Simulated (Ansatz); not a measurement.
Job for Ansatz (an electronic-structure program): R-PBE0/def2-TZVPP on CsBr, 2S+1 = 1, a spin state set in the input, which need not be the lowest. Elements past Kr take the def2 small-core potentials; no spin–orbit coupling.

Ansatz 0.2 input:
```yaml
crystal:
  periodic: [false, false, false]
  atoms:
    - {symbol: Br, position_ang: [0.00000000, 0.00000000, 0.00000000]}
    - {symbol: Cs, position_ang: [0.00000000, 0.00000000, 3.45800000]}
basis:
  gaussian:
    orbitals: def2-TZVPP
hamiltonian:
  xc: {name: PBE0}
relax: {f_tol: 0.002, max_steps: 120}
```

### Question
Give the final energy of this run.

### Answer
-2594.1012 hartree.

### Question
How many basis functions does it have, and what does it roughly cost on one machine?

### Answer
84 functions; about 9 core-seconds (a rough figure).
